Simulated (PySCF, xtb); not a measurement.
tetraantimony (Sb4), SMILES [Sb]12[Sb]3[Sb]1[Sb]23.

GFN2-xTB run with xtb 6.7.1 at its own geometry gives an orbital gap of 2.34 eV and a dipole moment of 0.00 D.

Geometry optimised at B3LYP-D3(BJ)/def2-SVP. The def2 effective core potentials stand for the cores of Sb; spin–orbit coupling is left out.

What does ωB97X/def2-TZVP in PySCF give? (The exact figures need the calculation; the answer reports its results.)

gap 8.14 eV (levels -7.98 and 0.16 eV), dipole 0.00 D.
